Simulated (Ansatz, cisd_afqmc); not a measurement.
Species: AlH2Cl, charge 0, singlet. AlH2Cl (SMILES [AlH2][Cl]).
B3LYP-D3(BJ)/def2-TZVP minimum from Ansatz (a quantum-chemistry and plane-wave program):
```xyz
4

Al    -0.0103    -0.3579    -1.0120
H     -1.4022    -0.4710    -1.7277
H      1.3676    -0.7287    -1.6648
Cl     0.0099     0.3442     0.9734
```

Total energies in cc-pV(D+d)Z, 12 correlated electrons, 10 frozen orbitals. Radicals and triplets start from unrestricted determinants; spin-orbit coupling is neglected. Correlated methods leave the cores frozen. No relativity. The Monte Carlo rows (phaseless AFQMC, CISD trial, step 0.005/hartree) carry one-sigma bars that omit the constraint's bias. Outlying blocks are dropped, and bars are widened where a walk drifts. Over all cases where full CI ran beside it in this data, AFQMC minus full CI had a median of +0.1 mEh and passed +0.4 mEh in a tenth of the cases.

```
method         program         energy (Eh)  minus CCSDTQ (mEh)
----------  ----------  ------------------  ------------------
HF              Ansatz          -702.64900              239.42
MP2             Ansatz          -702.85328               35.14
CCSD            Ansatz          -702.88293                5.48
CCSD(T)         Ansatz          -702.88744                0.98
CCSDT(Q)        Ansatz          -702.88841                0.01
CCSDTQ          Ansatz          -702.88842                0.00
AFQMC/CISD  cisd_afqmc  -702.8883 ± 0.0002           0.1 ± 0.2
```

Rough core times of Ansatz's runs on a shared machine: CCSD(T) under 20 s, CCSDT(Q) 20 s, CCSDTQ 10 min.
